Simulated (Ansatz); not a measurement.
Ansatz results at the PBE0-D4/def2-TZVP geometry: HOMO energy (PBE0/def2-TZVPP) -5.68 eV; HOMO–LUMO gap (PBE/def2-TZVPP) 4.72 eV; size of the dipole moment (PBE/def2-TZVPP) 1.08 D.

Each molecule was computed in one conformer, which needn't be the lowest.

Problem. Which molecule gave them?
A. `O[SiH]([AlH2])S`
B. `C=C(N)N`
C. `CC1=N[SiH2]1`
D. `N[SiH2][AlH][SiH2]S`

Solution. B. The others give `O[SiH]([AlH2])S`: -6.84, 4.19, 1.69; `CC1=N[SiH2]1`: -6.51, 3.80, 2.04; `N[SiH2][AlH][SiH2]S`: -6.79, 4.09, 1.39.
